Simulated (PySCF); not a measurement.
A structure optimised at TPSSh-D3(BJ)/def2-SVP, used in a PySCF frequency run:

```xyz
12

Al    -0.1273    -0.7787     0.0000
C      0.8045    -2.4976     0.0000
H      1.8989    -2.3625     0.0000
H      0.5425    -3.1002    -0.8875
H      0.5425    -3.1002     0.8875
O     -1.8317    -0.5770     0.0000
H     -2.4901    -1.2802     0.0000
S      0.9655     1.1082     0.0000
C     -0.4091     2.3427     0.0000
H     -1.3864     1.8429     0.0000
H     -0.3095     2.9690    -0.8967
H     -0.3095     2.9690     0.8967
```

**Question.** Write its SMILES, formula and point group.

**Answer.** C[S][Al]([CH3])[OH], C2H7AlOS, Cs

**Question.** What are its rotational constants (standard atomic weights)?

**Answer.** 4.6363, 1.9935, 1.4192 GHz
